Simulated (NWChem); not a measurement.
Species: SiH3SeCl; SMILES Cl[Se][SiH3]

Results from NWChem. Pople sets run with spherical d functions. Coordinates come from a PBE0/def2-SVP optimisation.

Question: Taking TPSS/6-311G** as the yardstick, which of these has the fewest basis functions while keeping “highest occupied level (eV)” within 0.05 eV of it: TPSS/3-21G; TPSS/6-31G*; TPSS/STO-3G?

Answer: TPSS/3-21G (a larger set in the list lies outside the tolerance).
| level | basis functions | highest occupied level (eV) |
|---|---|---|
| TPSS/STO-3G | 39 | -3.37 |
| TPSS/3-21G | 54 | -5.99 |
| TPSS/6-31G* | 74 | -5.93 |
| TPSS/6-311G** | 114 | -6.02 |

The yardstick is one finite set, not the basis-set limit.
